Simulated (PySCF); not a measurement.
# Ionisation energy of Co²⁺ by level of theory

Co²⁺ [Ar] 3d7 (4F) → Co³⁺ [Ar] 3d6 (5D), as a difference of total energies. All numbers are calculated (PySCF 2.14, the spin-free X2C one-electron Hamiltonian (Gaussian nucleus), in x2c-TZVPPall (6s5p4d2f1g, 64 functions)). Correlated levels: valence: [Ar] frozen. The calculations carry no spin-orbit coupling.

| method | ionisation energy (eV) |
| --- | --- |
| UHF | 31.190 |
| MP2 (valence) | 32.991 |
| SCS-MP2 (valence) | 33.076 |
| CCSD (valence) | 32.847 |
| CCSD(T) (valence) | 32.901 |

A first-order spin-orbit estimate (lowest level to lowest level, LS coupling) adds 0.026 eV.

Errors of the correlated levels include the incompleteness of this basis and the frozen core.

Q: Which method comes closest to the reference value, and which is furthest?

A: The reference is 33.5 ± 0.06 eV (semi-empirical (NIST evaluation); NIST Atomic Spectra Database, ionization energies). Closest: SCS-MP2 (valence) (error -0.398 eV); furthest: UHF (error -2.284 eV), both after the spin-orbit estimate.
